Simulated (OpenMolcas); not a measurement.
# Ne V: the spin-orbit constant, Slater's ratio, worked from levels

| Item | Value |
| --- | --- |
| Program | OpenMolcas 26.06 |
| Basis | ANO-R3 [4s4p2d1f] |
| Scalar Hamiltonian | X2C, finite nucleus |
| Active space | 2 electrons in 9 orbitals (RAS2 2p; RAS3 3s 3d, at most 1 electron) |
| State averaging | 2S+1 = 3 even, 3 roots; 2S+1 = 1 even, 6 roots |
| Spin-orbit coupling | RASSI with atomic mean-field integrals over the reference wave functions, term energies averaged over their components |

Methods: RASSCF; SS-RASPT2, IPEA 0.25 Eh, imaginary shift 0.1 Eh (closed shells correlated: 1s 2s). Measured levels: NIST levels in Podobedova, Fuhr, Reader and Wiese, J. Phys. Chem. Ref. Data 33, 525 (2004).

**The spin-orbit constant.** For the Hund term 3P of p2, E(J) = (A/2) J(J+1) + constant and ζ = 2S·A = 2A. From J = 0 to J = 2 the energy changes by 3 A.

| Source | E(2) - E(0) | A | ζ |
| --- | --- | --- | --- |
| RASSCF | 1160.2 | 386.7 | 773 |
| SS-RASPT2 | 1161.5 | 387.2 | 774 |
| measured | 1110.1 | 370.0 | 740 |

All in cm-1. SS-RASPT2 is off by +4.6 % and RASSCF by +4.5 %. Both methods take the spin-orbit matrix elements from the reference wave functions, so the second can move ζ only through the term energies and any multistate remixing. Second-order mixing with other terms is absorbed into this ζ.

**Slater's ratio.** With one set of orbitals, p2 has 1D - 3P = 6 F2 and 1S - 1D = 9 F2 (F2 = F²/25), a ratio of 3/2. Term energies are centres of gravity, weighted by 2J + 1.

```csv
Source,1D - 3P,1S - 3P,F2 from the first,Ratio
RASSCF,32192,80012,5365,1.485
SS-RASPT2,30303,70846,5050,1.338
measured,29537,63159,4923,1.138
```

Energies in cm-1. A ratio away from 3/2 shows effects beyond one configuration with one set of orbitals, and in heavier atoms second-order spin-orbit shifts.

CASPT2 breaks the degeneracy within a term, and the mean is taken; among the terms shown or strongly mixed into the levels shown the widest spread is 73 cm-1 (2s2 2p2 1D, SS-RASPT2). With the s shell closed, the reference lacks s² → p² mixing. Computed and measured levels are paired by configuration, term and J; levels that our copy of the source lacks, or whose pairing is in doubt (as where it misses far off the trend of its configuration), stay unpaired and out of the deviations. Only configurations of the active space appear.
